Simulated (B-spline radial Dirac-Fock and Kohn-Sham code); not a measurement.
# Re⁺ 3d5/2: cross section and angular parameters

System: the Re⁺ ion, [Xe] 4f14 5d5 6s1; threshold 1900.2 eV (orbital energy of the model). Calculated with a B-spline atomic structure program, using Dirac-Hartree-Slater photoionisation with a Latter tail; cross sections with all multipoles, angular parameters from the dipole term and its interference with E2.

```csv
hν (eV),σ (kb),β,γ,δ
2580,296,0.930,-0.206,0.004
2940,?,?,?,?
2984.4,199,1.083,-0.120,0.028
5190,38.7,1.226,0.544,0.097
6000,24.5,1.210,0.743,0.115
7050,14.6,1.179,0.968,0.138
7910,9.95,1.149,1.127,0.156
12000,2.38,1.006,1.665,0.244
12800,1.89,0.981,1.745,0.261
13200,1.70,0.969,1.783,0.269
```

Q: Give the values at 2940 eV.

A: σ = 207 kb, β = 1.071, γ = -0.133, δ = 0.026.
